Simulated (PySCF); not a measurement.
Species: C10H16.
Numbering: `[CH2:1]=[CH:2][C@@H:3]1[CH2:4][C@@H:5]2[CH2:6][CH2:7][CH2:8][C@H:9]1[CH2:10]2` (hydrogens: H11, H12 on C1; H13 on C2; H14 on C3; H15, H16 on C4; H17 on C5; H18, H19 on C6; H20, H21 on C7; H22, H23 on C8; H24 on C9; H25, H26 on C10)

The same species was optimised twice, with GFN2-xTB and with PBE0-D3(BJ)/def2-SVP (PySCF), and the same property calculations (PySCF, gas phase) were run on both structures.

```
     coordinate  GFN2-xTB  PBE0-D3(BJ)/def2-SVP  change
      C1=C2 (Å)     1.320                 1.334  +0.014
      C4–C5 (Å)     1.536                 1.543  +0.007
      C3–C4 (Å)     1.544                 1.550  +0.006
     C5–C10 (Å)     1.527                 1.532  +0.005
      C3–C9 (Å)     1.546                 1.550  +0.004
     C9–C10 (Å)     1.525                 1.528  +0.003
      C5–C6 (Å)     1.531                 1.533  +0.002
      C8–C9 (Å)     1.531                 1.532  +0.001
      C7–C8 (Å)     1.528                 1.529  +0.001
      C2–C3 (Å)     1.497                 1.497   0.000
      C6–C7 (Å)     1.528                 1.528   0.000
   C2–C3–C9 (°)     113.3                 114.5    +1.2
  C8–C9–C10 (°)     108.5                 109.5    +1.0
  C3–C9–C10 (°)     101.9                 100.9    -1.0
   C2–C3–C4 (°)     117.4                 118.4    +1.0
   C6–C7–C8 (°)     111.7                 112.7    +1.0
   C7–C8–C9 (°)     111.7                 112.3    +0.6
  C4–C5–C10 (°)     103.0                 102.7    -0.3
   C5–C6–C7 (°)     111.0                 111.3    +0.3
C1–C2–C3–C4 (°)       -18                    -9      +9
```

Rotational constants: A = 2046, B = 1214, C = 1164 MHz (GFN2-xTB) against A = 2030, B = 1194, C = 1145 MHz (PBE0-D3(BJ)/def2-SVP). Point groups within 0.08 Å: C1 and C1.

On the GFN2-xTB structure: HOMO (eV) -7.27 [PBE0/pcSseg-1]; LUMO (eV) 0.48 [PBE0/pcSseg-1]; dipole (D) 0.36 [PBE0/pcSseg-1]; GIAO shielding of C1 (ppm) 67.5 [PBE0/pcSseg-1]; GIAO shielding of C2 (ppm) 38.1 [PBE0/pcSseg-1]; GIAO shielding of C3 (ppm) 139.4 [PBE0/pcSseg-1]; GIAO shielding of C4 (ppm) 154.0 [PBE0/pcSseg-1]; GIAO shielding of C5 (ppm) 148.6 [PBE0/pcSseg-1]; GIAO shielding of C6 (ppm) 150.3 [PBE0/pcSseg-1]; GIAO shielding of C7 (ppm) 164.8 [PBE0/pcSseg-1]; GIAO shielding of C8 (ppm) 154.6 [PBE0/pcSseg-1].

**Question.** What do these properties become on the PBE0-D3(BJ)/def2-SVP structure?

**Answer.** 
| property | level | on GFN2-xTB | on PBE0-D3(BJ)/def2-SVP | change |
| --- | --- | --- | --- | --- |
| HOMO (eV) | PBE0/pcSseg-1 | -7.27 | -7.21 | +0.06 |
| LUMO (eV) | PBE0/pcSseg-1 | 0.48 | 0.44 | -0.04 |
| dipole (D) | PBE0/pcSseg-1 | 0.36 | 0.39 | +0.03 |
| energy, GFN2-xTB geometry as zero (kcal/mol) | PBE0/pcSseg-1 | 0.0 | -1.0 | -1.0 |
| GIAO shielding of C1 (ppm) | PBE0/pcSseg-1 | 67.5 | 64.2 | -3.3 |
| GIAO shielding of C2 (ppm) | PBE0/pcSseg-1 | 38.1 | 36.6 | -1.5 |
| GIAO shielding of C3 (ppm) | PBE0/pcSseg-1 | 139.4 | 137.0 | -2.4 |
| GIAO shielding of C4 (ppm) | PBE0/pcSseg-1 | 154.0 | 154.1 | +0.1 |
| GIAO shielding of C5 (ppm) | PBE0/pcSseg-1 | 148.6 | 147.6 | -1.0 |
| GIAO shielding of C6 (ppm) | PBE0/pcSseg-1 | 150.3 | 149.2 | -1.1 |
| GIAO shielding of C7 (ppm) | PBE0/pcSseg-1 | 164.8 | 163.9 | -0.9 |
| GIAO shielding of C8 (ppm) | PBE0/pcSseg-1 | 154.6 | 153.8 | -0.8 |

The heavy atoms differ by 0.039 Å rms after alignment. Among bonds between heavy atoms C1=C2 changes most (+0.014 Å). Changes are differences of the printed values. Neither structure is proved a minimum here.
